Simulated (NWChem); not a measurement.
System: CH$_{3}$BiF$_{2}$; SMILES [CH3][Bi]([F])[F]

Parts of the log:

```
             Northwest Computational Chemistry Package (NWChem) 7.3.0
             --------------------------------------------------------

 CS  symmetry detected

                             Geometry "geometry" -> ""
                             -------------------------

 Output coordinates in angstroms (scale by  1.889725989 to convert to a.u.)

  No.       Tag          Charge          X              Y              Z
 ---- ---------------- ---------- -------------- -------------- --------------
    1 Bi                  83.0000     0.06274853     0.27837936     0.00000000
    2 F                    9.0000     0.73925239    -0.89779866    -1.51692981
    3 F                    9.0000     0.73925239    -0.89779866     1.51692981
    4 C                    6.0000    -1.95731937    -0.71317915     0.00000000
    5 H                    1.0000    -1.99650793    -1.34230948     0.90043790
    6 H                    1.0000    -2.77773880     0.01858328     0.00000000
    7 H                    1.0000    -1.99650793    -1.34230948    -0.90043790

 Effective nuclear repulsion energy (a.u.)     603.1385347519

      Symmetry information
      --------------------

 Group name             Cs
 Group number              2
 Group order               2
 No. of unique centers     5

                                 NWChem DFT Module
                                 -----------------

 Summary of "ao basis" -> "ao basis" (spherical)
 ------------------------------------------------------------------------------
       Tag                 Description            Shells   Functions and Types
 ---------------- ------------------------------  ------  ---------------------
 Bi                         def2-svp                10       26   4s4p2d
 F                          def2-svp                 6       14   3s2p1d
 C                          def2-svp                 6       14   3s2p1d
 H                          def2-svp                 3        5   2s1p

      Symmetry analysis of basis
      --------------------------

        a'         51
        a"         32

            General Information
            -------------------
          SCF calculation type: DFT
          Wavefunction type:  closed shell.
          No. of atoms     :     7
          No. of electrons :    50
           Alpha electrons :    25
            Beta electrons :    25
          Charge           :     0
          Spin multiplicity:     1
          Use of symmetry is: on ; symmetry adaption is: on
          Maximum number of iterations: 150
          AO basis - number of functions:    83
                     number of shells:    37
          Convergence on energy requested:  1.00D-06
          Convergence on density requested:  1.00D-05
          Convergence on gradient requested:  5.00D-04

              XC Information
              --------------
                      r^2SCAN Method XC Functional
               r^2SCAN metaGGA Exchange Functional  1.000
                     r^2SCAN Correlation Potential  1.000

             Grid Information
             ----------------
          Grid used for XC integration:  fine
          Radial quadrature: Mura-Knowles
          Angular quadrature: Lebedev.
          Tag              B.-S. Rad. Rad. Pts. Rad. Cut. Ang. Pts.
          ---              ---------- --------- --------- ---------
          Bi                  1.60      141          10.0       974
          F                   0.50       70          11.0       590
          C                   0.70       70           9.0       590
          H                   0.35       60          10.0       590
          Grid pruning is: on
          Number of quadrature shells:   401
          Spatial weights used:  Erf1

      Superposition of Atomic Density Guess
      -------------------------------------

 Sum of atomic energies:        -483.12668291

      Non-variational initial energy
      ------------------------------

 Total energy =    -451.671079
 1-e energy   =   -1108.766529
 2-e energy   =     453.472773
 HOMO         =      -0.287688
 LUMO         =      -0.011617

      Symmetry analysis of molecular orbitals - initial
      -------------------------------------------------

  Numbering of irreducible representations:

     1 a'          2 a"

  Orbital symmetries:

     1 a'          2 a"          3 a'          4 a'          5 a'
     6 a"          7 a'          8 a'          9 a"         10 a'
    11 a"         12 a'         13 a'         14 a"         15 a'
    16 a'         17 a"         18 a'         19 a'         20 a"
    21 a"         22 a'         23 a"         24 a'         25 a'
    26 a"         27 a'         28 a'         29 a'         30 a'
    31 a"         32 a'         33 a'         34 a"         35 a'

     ---------------------------------------------
      Total Density - Mulliken Population Analysis
     ---------------------------------------------

    Atom       Charge   Shell Charges
 -----------   ------   -------------------------------------------------------
    1 Bi  23    21.23   2.92 -0.87  1.20  0.65  4.71  1.26  0.81  0.45  9.76  0.33
    2 F    9     9.75   1.99  1.15  0.82  3.55  2.24  0.00
    3 F    9     9.75   1.99  1.15  0.82  3.55  2.24  0.00
    4 C    6     6.65   1.99  0.96  0.33  2.06  1.30  0.01
    5 H    1     0.87   0.66  0.19  0.03
    6 H    1     0.87   0.65  0.19  0.03
    7 H    1     0.87   0.66  0.19  0.03

   convergence    iter        energy       DeltaE   RMS-Dens  Diis-err
 ---------------- ----- ----------------- --------- --------- ---------
 d= 0,ls=0.0,diis     1   -453.9179238418 -6.58D+02  3.69D-02  1.14D+00
 d= 0,ls=0.0,diis     2   -452.9168238781  1.00D+00  2.49D-02  1.10D+01
 d= 0,ls=0.0,diis     3   -454.0597645015 -1.14D+00  3.93D-03  2.73D-02
 d= 0,ls=0.0,diis     4   -454.0572670687  2.50D-03  2.08D-03  4.39D-02
 d= 0,ls=0.0,diis     5   -454.0638701577 -6.60D-03  2.46D-04  3.58D-04
  Resetting Diis
 d= 0,ls=0.0,diis     6   -454.0639113161 -4.12D-05  3.91D-05  7.30D-06
 d= 0,ls=0.0,diis     7   -454.0639122526 -9.37D-07  1.18D-05  2.45D-07
 d= 0,ls=0.0,diis     8   -454.0639122040  4.86D-08  7.24D-06  7.44D-07

         Total DFT energy =     -454.063912203980
      One electron energy =    -1111.669139046466
           Coulomb energy =      498.664922092630
    Exchange-Corr. energy =      -44.682372568941
 Nuclear repulsion energy =      203.622677318798

 Numeric. integr. density =       50.000001097172

                  Occupations of the irreducible representations
                  ----------------------------------------------

                     irrep           alpha         beta
                     --------     --------     --------
                     a'               16.0         16.0
                     a"                9.0          9.0

                       DFT Final Molecular Orbital Analysis
                       ------------------------------------

 Vector   23  Occ=2.000000D+00  E=-3.097214D-01  Symmetry=a'
              MO Center=  6.0D-01, -7.8D-01,  9.1D-11, r^2= 3.1D+00
   Bfn.  Coefficient  Atom+Function         Bfn.  Coefficient  Atom+Function
  ----- ------------  ---------------      ----- ------------  ---------------
    30      0.315015  2 F  px                31     -0.313786  2 F  py
    44      0.315015  3 F  px                45     -0.313786  3 F  py
    33     -0.228432  2 F  px                34      0.228676  2 F  py
    47     -0.228432  3 F  px                48      0.228676  3 F  py
     4     -0.148861  1 Bi s                  3     -0.144718  1 Bi s

 Vector   24  Occ=2.000000D+00  E=-3.091787D-01  Symmetry=a"
              MO Center=  7.1D-01, -8.8D-01, -1.4D-10, r^2= 2.8D+00
   Bfn.  Coefficient  Atom+Function         Bfn.  Coefficient  Atom+Function
  ----- ------------  ---------------      ----- ------------  ---------------
    32      0.388682  2 F  pz                46      0.388682  3 F  pz
    35     -0.285910  2 F  pz                49     -0.285910  3 F  pz
    30      0.192418  2 F  px                44     -0.192418  3 F  px
    31     -0.174961  2 F  py                45      0.174961  3 F  py
    33     -0.137726  2 F  px                47      0.137726  3 F  px

 Vector   25  Occ=2.000000D+00  E=-2.494242D-01  Symmetry=a'
              MO Center= -5.1D-01, -2.6D-01, -5.4D-15, r^2= 3.7D+00
   Bfn.  Coefficient  Atom+Function         Bfn.  Coefficient  Atom+Function
  ----- ------------  ---------------      ----- ------------  ---------------
    58      0.319451  4 C  px                 4     -0.276690  1 Bi s
    12     -0.273573  1 Bi py                57      0.259612  4 C  s
    11     -0.257329  1 Bi px                61      0.240361  4 C  px
     3     -0.196007  1 Bi s                 31     -0.192038  2 F  py
    45     -0.192038  3 F  py                59      0.186764  4 C  py

 Vector   26  Occ=0.000000D+00  E=-6.483722D-02  Symmetry=a"
              MO Center= -1.2D-02,  3.5D-01, -5.3D-15, r^2= 3.4D+00
   Bfn.  Coefficient  Atom+Function         Bfn.  Coefficient  Atom+Function
  ----- ------------  ---------------      ----- ------------  ---------------
    16      0.640832  1 Bi pz                13      0.548111  1 Bi pz
     7     -0.259910  1 Bi pz                31     -0.184018  2 F  py
    45      0.184018  3 F  py                29      0.170225  2 F  s
    43     -0.170225  3 F  s                 70     -0.153581  5 H  s
    80      0.153581  7 H  s                 34      0.150225  2 F  py

 Vector   27  Occ=0.000000D+00  E=-5.821898D-02  Symmetry=a'
              MO Center=  1.2D-01,  2.3D-01, -6.5D-15, r^2= 3.4D+00
   Bfn.  Coefficient  Atom+Function         Bfn.  Coefficient  Atom+Function
  ----- ------------  ---------------      ----- ------------  ---------------
    14      0.533883  1 Bi px                 3      0.395915  1 Bi s
    11      0.390908  1 Bi px                15     -0.382985  1 Bi py
    12     -0.369327  1 Bi py                57      0.242824  4 C  s
    32      0.219830  2 F  pz                46     -0.219830  3 F  pz
    35     -0.185977  2 F  pz                49      0.185977  3 F  pz

 Vector   28  Occ=0.000000D+00  E= 4.893618D-03  Symmetry=a'
              MO Center= -3.2D-01,  1.1D-01,  4.1D-15, r^2= 4.4D+00
   Bfn.  Coefficient  Atom+Function         Bfn.  Coefficient  Atom+Function
  ----- ------------  ---------------      ----- ------------  ---------------
    57      0.796413  4 C  s                 14      0.617638  1 Bi px
     3     -0.594563  1 Bi s                 15      0.574260  1 Bi py
    61      0.419795  4 C  px                11      0.319597  1 Bi px
    12      0.318252  1 Bi py                62      0.281208  4 C  py
     1      0.279611  1 Bi s                 58      0.271472  4 C  px

     ---------------------------------------------
      Total Density - Mulliken Population Analysis
     ---------------------------------------------

    Atom       Charge   Shell Charges
 -----------   ------   -------------------------------------------------------
    1 Bi  23    21.93   2.93 -0.87  1.38  0.44  4.72  1.28  1.33  0.51  9.72  0.48
    2 F    9     9.46   1.99  1.12  0.85  3.30  2.20  0.00
    3 F    9     9.46   1.99  1.12  0.85  3.30  2.20  0.00
    4 C    6     6.43   1.99  0.90  0.34  2.06  1.14  0.01
    5 H    1     0.90   0.72  0.15  0.03
    6 H    1     0.92   0.72  0.17  0.03
    7 H    1     0.90   0.72  0.15  0.03

     -------------------------------------------
      Total Density - Lowdin Population Analysis
     -------------------------------------------

    Atom       Charge   Shell Charges
 -----------   ------   -------------------------------------------------------
    1 Bi  23    22.07   1.48  0.48  1.07  0.73  4.07  1.67  1.42  0.81  9.34  1.01
    2 F    9     9.38   1.98  1.05  0.84  3.20  2.31  0.00
    3 F    9     9.38   1.98  1.05  0.84  3.20  2.31  0.00
    4 C    6     6.29   1.97  0.61  0.36  1.85  1.46  0.04
    5 H    1     0.96   0.62  0.26  0.08
    6 H    1     0.97   0.63  0.27  0.07
    7 H    1     0.96   0.62  0.26  0.08

     Multipole analysis of the density
     ---------------------------------

     L   x y z        total         alpha         beta         nuclear
     -   - - -        -----         -----         ----         -------
     0   0 0 0     -0.000000    -25.000000    -25.000000     50.000000

     1   1 0 0     -0.899126      3.107763      3.107763     -7.114652
     1   0 1 0      1.414788     16.489215     16.489215    -31.563642
     1   0 0 1      0.000000      0.000000      0.000000      0.000000

     2   2 0 0    -33.270114   -103.415435   -103.415435    173.560756
     2   1 1 0      1.445960     -3.096139     -3.096139      7.638238
     2   1 0 1     -0.000000     -0.000000     -0.000000      0.000000
     2   0 2 0    -33.796192    -57.870403    -57.870403     81.944614
     2   0 1 1      0.000000      0.000000      0.000000      0.000000
     2   0 0 2    -37.291243    -95.496614    -95.496614    153.701986

            General Information
            -------------------
          SCF calculation type: DFT
          Wavefunction type:  closed shell.
          No. of atoms     :     7
          No. of electrons :    50
           Alpha electrons :    25
            Beta electrons :    25
          Charge           :     0
          Spin multiplicity:     1
          Use of symmetry is: on ; symmetry adaption is: on
          Maximum number of iterations: 150
          AO basis - number of functions:    83
                     number of shells:    37
          Convergence on energy requested:  1.00D-06
          Convergence on density requested:  1.00D-05
          Convergence on gradient requested:  5.00D-04

              XC Information
              --------------
                      r^2SCAN Method XC Functional
               r^2SCAN metaGGA Exchange Functional  1.000
                     r^2SCAN Correlation Potential  1.000

             Grid Information
             ----------------
          Grid used for XC integration:  fine
          Radial quadrature: Mura-Knowles
          Angular quadrature: Lebedev.
          Tag              B.-S. Rad. Rad. Pts. Rad. Cut. Ang. Pts.
          ---              ---------- --------- --------- ---------
          Bi                  1.60      141          10.0       974
          F                   0.50       70          11.0       590
          C                   0.70       70           9.0       590
          H                   0.35       60          10.0       590
          Grid pruning is: on
          Number of quadrature shells:   401
          Spatial weights used:  Erf1

          Convergence Information
          -----------------------
          Convergence aids based upon iterative change in
          total energy or number of iterations.
          Levelshifting, if invoked, occurs when the
          HOMO/LUMO gap drops below (HL_TOL):  1.00D-02
          DIIS, if invoked, will attempt to extrapolate
          using up to (NFOCK): 10 stored Fock matrices.

[...]

                         DFT ENERGY GRADIENTS

    atom               coordinates                        gradient
                 x          y          z           x          y          z
   1 Bi      0.118578   0.526061   0.000000   -0.001225  -0.004937   0.000000
   2 F       1.396984  -1.696593  -2.866582   -0.000640   0.001691   0.001509
   3 F       1.396984  -1.696593   2.866582   -0.000640   0.001691  -0.001509
   4 C      -3.698797  -1.347713   0.000000    0.001659   0.000948   0.000000
   5 H      -3.772853  -2.536597   1.701581    0.000177   0.000323  -0.000365
   6 H      -5.249165   0.035117   0.000000    0.000494  -0.000040   0.000000
   7 H      -3.772853  -2.536597  -1.701581    0.000177   0.000323   0.000365
```

Level: r2SCAN/def2-SVP with def2 effective core potentials on Bi. Structure relaxed at the PBE0/def2-SVP level. def2 effective core potentials on Bi; no spin-orbit coupling.

Task: Write an input that gives this output.

Result: This is not unique; one that fits is the input that was run:
```
start job
memory heap 200 mb stack 900 mb global 1100 mb
geometry units angstroms noautoz
  Bi     0.081600    -0.204341     0.221203
  F      0.894101    -1.248815    -1.325111
  F      0.651596     1.638834    -0.426791
  C     -1.917479    -0.054213    -0.801053
  H     -2.018908     0.987331    -1.137245
  H     -2.745837    -0.330427    -0.133150
  H     -1.875920    -0.727289    -1.669025
end
basis spherical
  Bi library def2-svp
  F library def2-svp
  C library def2-svp
  H library def2-svp
end
ecp
  Bi library def2-ecp
end
dft
  xc r2scan
  grid fine
  iterations 150
  mulliken
end
task dft gradient
```
